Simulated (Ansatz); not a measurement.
Isomers of CH$_{5}$BOSi, relaxed with PBE0-D4/def2-TZVP in Ansatz; electronic energies, one conformer each and not always the lowest. Functionals use def2-TZVPP; CBS adds triple-zeta CCSD(T) − MP2 to the MP2 limit of def2-TZVPP and def2-QZVPP.

Question: Order them by energy at frozen-core CCSD(T)/CBS, lowest first. (Estimate.)
A. `O=CB[SiH3]`
B. `B1OC[SiH2]1`
C. `O[SiH]1BC1`
D. `CB1O[SiH2]1`
E. `B[SiH]1CO1`
F. `B[SiH2]C=O`
G. `[SiH3]C1BO1`
H. `B1CO[SiH2]1`

Answer: D (0.0 kcal/mol), B (29.1 kcal/mol), C (35.3 kcal/mol), G (36.3 kcal/mol), H (42.9 kcal/mol), E (59.1 kcal/mol), A (62.1 kcal/mol), F (68.0 kcal/mol).

Question: How do B3LYP, B2PLYP, r2SCAN-D4, PBE-D4 place them (kcal/mol, against `CB1O[SiH2]1`)? (Estimate.)

Answer: Computed: 
| isomer | B3LYP | B2PLYP | r2SCAN-D4 | PBE-D4 |
| --- | --- | --- | --- | --- |
| `B1CO[SiH2]1` | 43.9 | 44.3 | 45.1 | 44.7 |
| `B[SiH2]C=O` | 64.9 | 67.0 | 69.5 | 66.7 |
| `O[SiH]1BC1` | 37.3 | 37.1 | 36.2 | 35.2 |
| `B[SiH]1CO1` | 58.5 | 59.5 | 58.9 | 57.4 |
| `O=CB[SiH3]` | 59.0 | 60.6 | 61.7 | 58.6 |
| `B1OC[SiH2]1` | 30.1 | 30.3 | 31.6 | 29.1 |
| `[SiH3]C1BO1` | 35.8 | 36.0 | 37.3 | 36.4 |

B3LYP here is the variant with VWN-RPA as its local correlation; programs differ in this.
